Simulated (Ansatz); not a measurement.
Question: Name a neutral molecule of F, O, Si and H with LUMO energy (B3LYP/def2-TZVPP) between -1.15 and -0.85 eV and HOMO energy (ωB97M-V/def2-TZVPP) between -10.10 and -9.80 eV (Ansatz, PBE0-D4/def2-TZVP geometry).

Answer: `O[SiH2][SiH2][SiH2]F` (-1.11 eV, -9.89 eV). Other molecules can fit too; these were computed, each in one conformer that needn't be the lowest.

B3LYP here is the variant with VWN-RPA as its local correlation; programs differ in this.
